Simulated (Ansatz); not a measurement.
Relaxation of Cl₄FGeH (7 atoms, charge 0, multiplicity 1), to a largest force component of 0.03 eV/Å in at most 50 steps.

The calculation used RKS LDA/def2-SVP in Ansatz 0.2.0.

```xyz
7
Properties=species:S:1:pos:R:3:forces:R:3
Ge -0.557 0.256 -0.407 -0.52 0.19 0.49
F -0.004 -1.029 2.110 0.17 -0.18 -0.19
Cl 1.369 0.835 0.237 0.00 0.02 0.00
Cl -0.981 1.335 -2.187 0.00 -0.03 0.02
Cl -0.718 -1.807 -0.825 0.01 0.03 0.02
Cl -2.105 0.885 1.016 0.66 -0.30 -0.35
H -0.592 -0.474 2.577 -0.32 0.28 0.02
```

Problem. Where does it end, and by what steps?

Solution. The forces met the threshold. After 5 steps the energy has fallen by 0.100 eV; H7 moved furthest, 0.37 Å.

```
step  energy less start (eV)  largest force component (eV/Å)  accepted
   0                  0.0000                           0.661       yes
   1                 -0.0720                           0.348       yes
   2                 -0.0757                           0.942       yes
   3                 -0.0950                           0.391       yes
   4                 -0.0992                           0.036       yes
   5                 -0.0999                           0.011       yes
```

```xyz
7
Properties=species:S:1:pos:R:3
Ge -0.502 0.238 -0.334
F -0.038 -0.991 2.101
Cl 1.440 0.865 0.198
Cl -1.054 1.298 -2.089
Cl -0.676 -1.820 -0.757
Cl -1.959 0.863 1.136
H -0.800 -0.451 2.267
```

The run took 6.1 s on 4 threads of Arm Neoverse V2, on a shared host, peak memory 0.2 GiB.
